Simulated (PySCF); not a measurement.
The same groups moved round the core (propene chloro+silyl). All species are isolated molecules in the gas phase. One relaxed conformer stands for each flexible species; it need not be the lowest. Strings in code marks are SMILES.

Level of theory: PBE-D3(BJ)/def2-TZVP // CAM-B3LYP-D3(BJ)/def2-TZVP in PySCF. All candidates: neutral, multiplicity 1. Excitations are Tamm–Dancoff values on a coarser integration grid. The basis has no diffuse functions, so Rydberg states are missing or too high.

| Item | Value |
|---|---|
| S1 excitation (TDA) | 6.02 eV |
| LUMO | -1.38 eV |
| T1 excitation (TDA) | 4.13 eV |

**Question.** Say which member has these values.
(A) `C/C=C(/[SiH3])Cl`
(B) `C/C([SiH3])=C\Cl`
(C) `C=C(Cl)C[SiH3]` (Cl–C–C–Si torsion 74°)
(D) `C/C(Cl)=C/[SiH3]`

**Answer.** B, `C/C([SiH3])=C\Cl`. The others give `C/C(Cl)=C/[SiH3]`: 5.95 eV, -1.59 eV, 4.03 eV; `C=C(Cl)C[SiH3]` (Cl–C–C–Si torsion 74°): 5.94 eV, -1.15 eV, 4.16 eV; `C/C=C(/[SiH3])Cl`: 5.84 eV, -1.36 eV, 4.08 eV
